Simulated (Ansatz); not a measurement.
Abridged output of a molecular run in Ansatz:

```
Functional definition: HF
1039 factors; integrals over basis functions are off by at most 1.1e-3 eV
mean field evaluation 1: about -17472.9045 eV, gradient 2.3e1 eV
mean field evaluation 2: about -17472.9742 eV, gradient 2.3e1 eV
mean field evaluation 4: about -17474.8216 eV, gradient 3.1e0 eV
mean field evaluation 8: about -17474.8608 eV, gradient 2.1e-1 eV
mean field -17474.86102670 eV, -642.1892978449 hartree, gradient 1.8e-6 eV, S^2 0.000000; 0 other end points of the search recorded, 0 dependent functions left out
11 core orbitals not correlated: weight in the atoms' cores, before any rotation towards them, 1.000 or more for the frozen orbitals, at most 0.000 for the correlated occupied ones
reference -17474.86102670 eV, -642.1892978449 hartree; 17, 17 occupied and 69, 69 virtual orbitals, 1039 factors
second order -14.48559764 eV of doubles, -0.00000000 eV of singles
cycle   1  -15.19256703 eV  change   -7.1e-1 eV  update   1.0e-1
cycle   2  -15.67801872 eV  change   -4.9e-1 eV  update   3.4e-2
cycle   3  -15.78245000 eV  change   -1.0e-1 eV  update   1.7e-2
cycle   4  -15.77985733 eV  change    2.6e-3 eV  update   4.5e-3
cycle   5  -15.77812734 eV  change    1.7e-3 eV  update   2.1e-3
cycle   6  -15.77796687 eV  change    1.6e-4 eV  update   7.3e-4
cycle   7  -15.77783962 eV  change    1.3e-4 eV  update   3.2e-4
cycle   8  -15.77783561 eV  change    4.0e-6 eV  update   1.2e-4
cycle   9  -15.77787113 eV  change   -3.6e-5 eV  update   4.7e-5
cycle  10  -15.77788126 eV  change   -1.0e-5 eV  update   1.7e-5
perturbative correction -0.46955115 eV, -0.0172556865 hartree
Total energy: -17491.10845911 eV, -642.7863799733 hartree
```

Its atoms:

```xyz
9

F    -2.069    0.625    0.531
C    -0.972   -0.180    0.355
Si   -0.051   -0.275   -1.291
Sn    1.144    0.316    0.819
H    -1.147   -1.159    0.813
H    -0.077   -1.501   -2.132
H    -0.240    0.957   -2.095
H     1.838   -0.726    1.966
H     1.573    1.944    1.035
```

Task: Which basis set was used?
A. def2-SVP
B. def2-TZVPPD
C. def2-SVPD
D. def2-QZVPP

Result: A. It gives 97 functions.

Task: Write the keys of the input that set method, charge and spin (a neutral closed shell needs none for the last two).

Result: 
```yaml
correlation: {method: ccsd_t}
```
